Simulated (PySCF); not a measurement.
## Magnetisability: `[F][Ti-3]([F])([F])([F])([F])([F])[F]`, [F7Ti]3-, charge -3

Geometry:
```json
{"atom": "Ti1", "x (Å)": "0.058", "y (Å)": "-0.042", "z (Å)": "-0.034"}
{"atom": "F2", "x (Å)": "0.195", "y (Å)": "-0.164", "z (Å)": "1.828"}
{"atom": "F3", "x (Å)": "0.466", "y (Å)": "-0.317", "z (Å)": "-2.017"}
{"atom": "F4", "x (Å)": "2.076", "y (Å)": "0.216", "z (Å)": "0.166"}
{"atom": "F5", "x (Å)": "0.195", "y (Å)": "1.746", "z (Å)": "-0.572"}
{"atom": "F6", "x (Å)": "-1.899", "y (Å)": "1.353", "z (Å)": "1.070"}
{"atom": "F7", "x (Å)": "-1.582", "y (Å)": "-0.757", "z (Å)": "-0.580"}
{"atom": "F8", "x (Å)": "0.491", "y (Å)": "-2.034", "z (Å)": "0.139"}
```

Total charge -3.

Method: GIAO PBE0/def2-SVP (def2-TZVP on Ti) magnetisability, rotational g tensor and spin-rotation constants, non-relativistic, gas phase (PySCF). Geometry: GFN2-xTB.

For an ion the centre-of-mass motion in the field is neglected. The highest occupied orbital is unbound at this level, so the values depend on the basis.

What are the magnetisability and the molar susceptibility?

Isotropic -766 × 10⁻³⁰ J/T², or -46.1 × 10⁻⁶ cm³/mol; principal values -780, -779, -739 × 10⁻³⁰ J/T², anisotropy 41 × 10⁻³⁰ J/T² (root of half the summed squared differences of the principal values). The susceptibility is in cgs units.

Split it along the inertial axes a, b, c into diamagnetic and paramagnetic parts about the centre of mass, with the quadrupole moment.


```
axis  χ (10⁻⁶ cm³/mol)  diamagnetic (10⁻⁶ cm³/mol)  paramagnetic (10⁻⁶ cm³/mol)  summed x² of all electrons (Å²)  quadrupole Θ (D Å)
   a             -44.5                      -785.1                        740.6                            137.4              -20.21
   b             -47.0                      -975.5                        928.5                             92.5              +10.11
   c             -47.0                      -975.5                        928.5                             92.5              +10.11
```
Anisotropies 2χaa − χbb − χcc = +4.9 and 2χbb − χaa − χcc = -2.5 × 10⁻⁶ cm³/mol. Θ is traceless in Buckingham's convention.

And the rotational g tensor?


```
axis  rotational constant (GHz)        g  nuclear part  electronic part
   a                     1.5662  -0.0677        0.4772          -0.5449
   b                     1.2380  -0.0625        0.4775          -0.5400
   c                     1.2361  -0.0624        0.4768          -0.5392
```
Prolate top; isotopes 19F, 48Ti; no vibrational averaging.
